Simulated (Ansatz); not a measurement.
Reaction (redistribution): `CCBNC` + `[Cl][Zn][Br]` → `CNBBr` + `C[CH2][Zn][Cl]`

Program: Ansatz. Geometries: PBE0-D4/def2-TZVP. ΔE: electronic, gas phase. CCSD(T)/CBS is the MP2 limit (def2-TZVPP, def2-QZVPP) plus CCSD(T) − MP2 in def2-TZVPP, frozen cores. For Br, Zn outer-core shells are correlated without core-valence functions, which leaves a few kJ/mol of doubt a bond. Scalar relativity is left out up to krypton. Each species was taken in one conformer, which may not be the lowest.

```tsv
species	MP2/CBS(def2) energy (Eh)
`CCBNC`	-199.63019
`[Cl][Zn][Br]`	-4811.58819
`CNBBr`	-2693.89137
`C[CH2][Zn][Cl]`	-2317.29967
```

Work out ΔE.

ΔE = (-2693.89137) + (-2317.29967) − (-199.63019) − (-4811.58819) = 0.02734 Eh = +17.2 kcal/mol. CCSD(T)/CBS gives +19.0 kcal/mol.

Largest T1 diagnostic among the species: 0.013.

From PBE to PBE0 (25 % exact exchange), in def2-TZVPP and without D4, ΔE moves by +3.1 kcal/mol. In def2-TZVPP, CCSD(T) changes the Hartree–Fock value by −9.2 kcal/mol (the triples alone add −1.3 kcal/mol) and MP2 by −11.0 kcal/mol.
